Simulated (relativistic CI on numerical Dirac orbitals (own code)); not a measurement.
## d1 to d9 in one octahedral field

Computed with a parametric ligand-field model without spin-orbit coupling, by exact diagonalisation: B = 570, C = 2560, 10Dq = 19200 cm⁻¹ (Oh; |10Dq|/B = 33.7) for every shell. Energies in cm⁻¹; the field energy is (0.6 n_e − 0.4 n_t2) × 10Dq of the ground term; g labels are left out.

| Shell | Ground term | Electrons in e | Field energy | First spin-allowed bands | Lowest term of other spin |
| --- | --- | --- | --- | --- | --- |
| d1 | 2T2 | 0.000 | -7680 | 2E 19200 |  |
| d2 | 3T1 | 0.019 | -15002 | 3T2 17962, 3T1 25273 | 1T2 8805 |
| d3 | 4A2 | 0.000 | -23040 | 4T2 19200, 4T1 25253 | 2E 12015 |
| d4 | 3T1 | 0.030 | -30141 | 3E 16938, 3T1 17600 | 5E 3807 |
| d5 | 2T2 | 0.054 | -37368 | 2A2 16240, 2T1 16433 | 6A1 5884 |
| d6 | 1A1 | 0.041 | -45290 | 1T1 17521, 1T2 25057 | 3T1 12049 |
| d7 | ? | ? | ? | ? | ? |
| d8 | 3A2 | 2.000 | -23040 | 3T2 19200, 3T1 25253 | 1E 9580 |
| d9 | 2E | 3.000 | -11520 | 2T2 19200 |  |

(1) Fill in the row of d7.

Results:

(1) Ground term: 2E; Electrons in e: 1.030; Field energy: -33990; First spin-allowed bands: 2T1 17380, 2T2 17965; Lowest term of other spin: 4T1 7026. Low spin: d4, d5, d6, d7; the other shells keep the spin of the free ion. Only d4 to d7 can choose; the field needed to pair spins is smallest for d6 and largest for d5, which loses most exchange energy. In the strong-field picture 10Dq must exceed about 6B + 5C = 16220 (d4), 7.5B + 5C = 17075 (d5), 2.5B + 4C = 11665 (d6) and 4B + 4C = 12520 (d7); mixing of terms shifts these bounds somewhat.
